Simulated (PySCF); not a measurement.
Species: C2H8OSi.
Geometry (PBE0-D3(BJ)/def2-SVP, Å), atoms numbered from 1 in this order:
```xyz
12
C2H8OSi angstrom
C      1.972   -0.447   -0.165
O      0.591   -0.625   -0.125
C     -0.111    0.519    0.271
Si    -1.964    0.121    0.260
H      2.266    0.348   -0.880
H      2.427   -1.393   -0.489
H      2.384   -0.178    0.828
H      0.193    0.856    1.286
H      0.089    1.378   -0.406
H     -2.401   -0.266   -1.114
H     -2.719    1.340    0.688
H     -2.260   -0.995    1.205
```

A calculation gives these core lines: C 1s: 291.65 (area 1), 292.19 (area 1) eV; O 1s: 538.51 eV; Si 1s: 1846.42 eV; Si 2p3/2: 106.70 eV.

Level of theory: PySCF, delta-SCF UKS SCAN, pcX-2 on the ionised atom, pcseg-1 elsewhere, spin-free X2C. Isolated species at its PBE0-D3(BJ)/def2-SVP geometry (one conformer only).

Q: Which carbon gives which C 1s line?

A: 291.65 eV: C3 (sp3 carbon bound to oxygen); 292.19 eV: C1 (methoxy carbon). The listed C 1s values span 0.54 eV, from C3 (bonded to O, 2 H and Si) to C1 (bonded to O and 3 H).

Bonded neighbours of each site: C1: O and 3 H; O2: 2 C; C3: O, 2 H and Si; Si4: C and 3 H.

Q: Express the binding energy of Si 1s of Si4 in atomic units and per mole.

A: 1846.42 eV = 67.8547 Eh = 178152 kJ/mol.

The 2p values aren't plain energy differences: one relaxed spin-free 2p hole is combined with a matrix within the shell (ground-state 2p orbital-energy differences and spin–orbit coupling). 2p3/2, the mean of its two sublevels, lies a third of the splitting below the shell's mean and 2p1/2 two thirds above it; the statistical areas are 2:1. 2p1/2 minus 2p3/2 (ligand field included): Si 0.62 eV.
